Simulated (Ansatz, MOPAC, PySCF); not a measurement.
Molecule: BiI2, net charge 0, doublet state. SMILES: [I][Bi][I]
Structure (B3LYP-D3(BJ)/def2-TZVP (Ansatz, a quantum-chemistry and plane-wave program) minimum search):
```xyz
3

Bi     0.1121    -0.6263     0.7737
I      2.0549     0.8623    -0.6151
I     -2.2304     0.1185    -0.5965
```
Charge 0, spin multiplicity 2.

Wanted: size of the dipole moment, in D. Conventions: UHF or UKS for open shells; def2 sets with scalar-relativistic core potentials past Kr; dispersion terms only where a functional's name holds one; no spin-orbit coupling; PM7 with its own dispersion and hydrogen-bond terms; LANL2DZ with its own core potentials from Na on. First-principles rows: single points at B3LYP-D3(BJ) geometries (Ansatz). Semi-empirical rows: dipoles at the shared geometry.

```
level           program  size of the dipole moment (D)
--------------  -------  -----------------------------
PM6               MOPAC                           2.00
PM7               MOPAC                           5.02
SVWN5/LANL2DZ    Ansatz                           2.94
PBE/LANL2DZ      Ansatz                           3.01
PBE/def2-SVP     Ansatz                           2.55
BLYP/LANL2DZ     Ansatz                           3.04
BP86/LANL2DZ      PySCF                           3.03
BP86/def2-SVP     PySCF                           2.54
B3LYP/LANL2DZ    Ansatz                           3.42
B3LYP/def2-SVP   Ansatz                           2.79
PBE0/LANL2DZ     Ansatz                           3.48
M06-2X/LANL2DZ    PySCF                           3.81
```

No value to compare with is used here. The 12 habitual levels span 2.00 (PM6) to 5.02 D (PM7).

The levels are drawn from those run, B3LYP/6-31G* more often than the rest, none by its result; runs whose electronic state is in doubt are left out.
